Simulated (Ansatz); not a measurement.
`CC(C)[O][Ge][OH]` and `CC(C)[O][Cd][OH]` differ in one atom or group.

Ansatz, PBE0-D4/def2-TZVP geometries, multiplicity 1. Each molecule was computed in one conformer, which needn't be the lowest.

Elements past krypton have def2 core potentials. Scalar relativity is left out up to krypton.

```json
{"property": "size of the dipole moment (PBE/def2-TZVPP) / D", "`CC(C)[O][Ge][OH]`": "2.29"}
{"property": "size of the dipole moment (ωB97M-V/def2-TZVPP) / D", "`CC(C)[O][Ge][OH]`": "2.31"}
{"property": "HOMO energy (PBE0/def2-TZVPP) / eV", "`CC(C)[O][Ge][OH]`": "-7.21"}
{"property": "HOMO energy (B3LYP/def2-TZVPP) / eV", "`CC(C)[O][Ge][OH]`": "-7.04"}
{"property": "LUMO energy (PBE/def2-TZVPP) / eV", "`CC(C)[O][Ge][OH]`": "-2.21"}
{"property": "LUMO energy (PBE0/def2-TZVPP) / eV", "`CC(C)[O][Ge][OH]`": "-1.47"}
```

**Question.** What does the change do to each property? (Estimate.)

**Answer.** The calculation gave: 
```tsv
property	`CC(C)[O][Cd][OH]`	shift
size of the dipole moment (PBE/def2-TZVPP) / D	1.73	-0.56
size of the dipole moment (ωB97M-V/def2-TZVPP) / D	1.81	-0.50
HOMO energy (PBE0/def2-TZVPP) / eV	-7.21	0.00
HOMO energy (B3LYP/def2-TZVPP) / eV	-7.01	0.03
LUMO energy (PBE/def2-TZVPP) / eV	-2.16	0.05
LUMO energy (PBE0/def2-TZVPP) / eV	-1.27	0.20
```

Dipoles are sizes alone; their direction can turn.

B3LYP here is the variant with VWN-RPA as its local correlation; programs differ in this.
